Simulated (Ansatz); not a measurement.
`[F][Sn]([F])([F])[F]` + HI → `[F][Sn]([F])([F])[I]` + H–F at 500 K and 1 bar (ligand exchange at the Sn–F bond).

Computed with Ansatz on PBE0-D4/def2-TZVP structures; ΔE is electronic, products minus reactants. CCSD(T)/CBS adds triple-zeta CCSD(T) − MP2 to the extrapolated MP2 energy (def2 sets, frozen cores). This one scheme is used for every species. Elements past krypton have def2 core potentials. For I, Sn outer-core shells are correlated without core-valence functions, which leaves a few kJ/mol of doubt a bond.

```tsv
species	CCSD(T)/CBS energy (Eh)	H − E (kJ/mol)	S (J/(mol·K))
`[F][Sn]([F])([F])[F]`	-613.31403	59.5	372.6
HI	-298.03592	28.6	221.6
`[F][Sn]([F])([F])[I]`	-810.98500	58.1	417.0
H–F	-100.39570	39.4	188.7
```

H − E and S are ideal-gas, rigid-rotor, harmonic terms from PBE0-D4/def2-TZVP. 1 Eh = 2625.50 kJ/mol, R = 8.31446 J/(mol·K).

Task: By hand: ΔE, ΔH, ΔS and ΔG.

Result: ΔE = (-810.98500) + (-100.39570) − (-613.31403) − (-298.03592) = -0.03075 Eh = -80.7 kJ/mol. Δ(H − E) = 58.1 + 39.4 − 59.5 − 28.6 = 9.4, so ΔH = -71.3 kJ/mol. ΔS = 417.0 + 188.7 − 372.6 − 221.6 = 11.5 J/(mol·K). ΔG = -71.3 − 500 × (11.5)/1000 = -77.0 kJ/mol.

Task: By hand: the equilibrium constant, and the temperature at which ΔG would vanish if ΔH and ΔS stayed fixed.

Result: log₁₀ K = −ΔG/(RT ln 10) = 8.0. ΔH and −TΔS have one sign here, so there is no such temperature.

The number of gas molecules stays the same, so ΔS is small and ΔH decides. A doubt of 5 kJ/mol in ΔE shifts log₁₀ K by 0.5 here. These are equilibria of isolated gas molecules and say nothing of rates. Largest T1 diagnostic: 0.015 (customary marks: 0.02 for closed shells, 0.045 for open ones).
